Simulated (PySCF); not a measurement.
# Ionisation energy of Cr⁺ by level of theory

Cr⁺ [Ar] 3d5 (6S) → Cr²⁺ [Ar] 3d4 (5D), as a difference of total energies. Computed with PySCF 2.14 in aug-cc-pVQZ-DK (9s8p6d4f3g2h, 140 functions), with scalar relativity by spin-free X2C-1e. Correlated levels: valence: [Ar] frozen. The calculations carry no spin-orbit coupling.

```csv
method,ionisation energy (eV)
UHF,14.995
LDA,17.533
PBE,17.158
PBE0,16.801
r2SCAN,16.854
BP86,17.185
PW91,17.228
BLYP,16.935
MP2 (valence),16.014
SCS-MP2 (valence),15.335
```

**Question.** How much does correlation contribute at MP2 (valence)?

**Answer.** 16.014 − (14.995) = 1.019 eV, measured against UHF.

A first-order spin-orbit estimate (lowest level to lowest level, LS coupling) adds -0.053 eV.

For comparison: 16.486 eV (measured; NIST Atomic Spectra Database, ionization energies).
